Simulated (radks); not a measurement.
Valence configurations of neutral dysprosium (all share [Xe]). Method: scalar-relativistic Kohn-Sham, PBE, spin-polarised, spherical densities, finite nucleus; open shells are filled with parallel spins first (spin-orbit coupling, left out, can overturn this in heavy ions); Fermi nuclear charge, rms radius 5.2218 fm; computed with a radial shooting solver on a logarithmic mesh with Libxc functionals. Energies are relative to 4f10 6s2; eigenvalues in eV for spin up.

\begin{tabular}{lrrrrrr}
valence & E (eV) & moment (Bohr magnetons) & e(4f) & e(5d) & e(6p) & e(6s) \\ \hline
4f10 6s2 & 0.000 & 4 & -4.369 & - & - & -3.805 \\
4f9.5 5d0.5 6s2 & 0.545 & 5 & -7.433 & -1.996 & - & -4.182 \\
4f10 5d1 6s1 & 2.002 & 6 & -3.399 & -1.162 & - & -3.886 \\
4f10 6p2 & 4.974 & 6 & -6.870 & - & -2.596 & - \\
4f10 5d0.5 6s1.5 & 1.100 & 5 & -3.859 & -1.229 & - & -3.857 \\
4f10 5d2 & 4.727 & 6 & -3.026 & -1.042 & - & - \\
4f10 5d1.5 6s0.5 & 3.365 & 6 & -3.171 & -1.078 & - & -3.806 \\
4f9 6s2 6p1 & 3.793 & 6 & -13.954 & - & -2.433 & -5.843 \\
4f10 6s1.5 6p0.5 & 1.143 & 5 & -5.022 & - & -1.699 & -4.418 \\
\end{tabular}

NIST lists [Xe] 4f10 6s2 as the ground configuration; this level of theory agrees among the configurations tried. The energies are those of spherical high-spin densities, not of single terms. No valid solution was reached for [Xe] 4f12.
